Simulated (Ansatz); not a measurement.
Start from `[AlH2][SiH2]BC[SiH3]` and change one atom or group to get `F[SiH2]BC[SiH3]`.

Ansatz, PBE0-D4/def2-TZVP geometries, multiplicity 1. Each molecule was computed in one conformer, which needn't be the lowest.

```json
{"property": "LUMO energy (PBE/def2-TZVPP) / eV", "`[AlH2][SiH2]BC[SiH3]`": "-3.18"}
{"property": "LUMO energy (B3LYP/def2-TZVPP) / eV", "`[AlH2][SiH2]BC[SiH3]`": "-2.56"}
{"property": "LUMO energy (PBE0/def2-TZVPP) / eV", "`[AlH2][SiH2]BC[SiH3]`": "-2.41"}
{"property": "HOMO energy (PBE0/def2-TZVPP) / eV", "`[AlH2][SiH2]BC[SiH3]`": "-7.15"}
{"property": "HOMO–LUMO gap (PBE0/def2-TZVPP) / eV", "`[AlH2][SiH2]BC[SiH3]`": "4.74"}
{"property": "HOMO–LUMO gap (ωB97M-V/def2-TZVPP) / eV", "`[AlH2][SiH2]BC[SiH3]`": "8.39"}
```

Problem. Give the same properties after the change, and the shifts. (An estimate is asked.)

Solution. Ansatz gave: 
```tsv
property	`F[SiH2]BC[SiH3]`	shift
LUMO energy (PBE/def2-TZVPP) / eV	-3.01	0.17
LUMO energy (B3LYP/def2-TZVPP) / eV	-2.26	0.30
LUMO energy (PBE0/def2-TZVPP) / eV	-2.09	0.32
HOMO energy (PBE0/def2-TZVPP) / eV	-8.01	-0.86
HOMO–LUMO gap (PBE0/def2-TZVPP) / eV	5.91	1.17
HOMO–LUMO gap (ωB97M-V/def2-TZVPP) / eV	10.01	1.62
```

With PBE0 the HOMO falls by 0.86 eV and the LUMO rises by 0.32 eV, so the gap widens by about 1.18 eV. PBE moves the HOMO by -0.58 eV and ωB97M-V by -1.08 eV.

B3LYP here is the variant with VWN-RPA as its local correlation; programs differ in this.
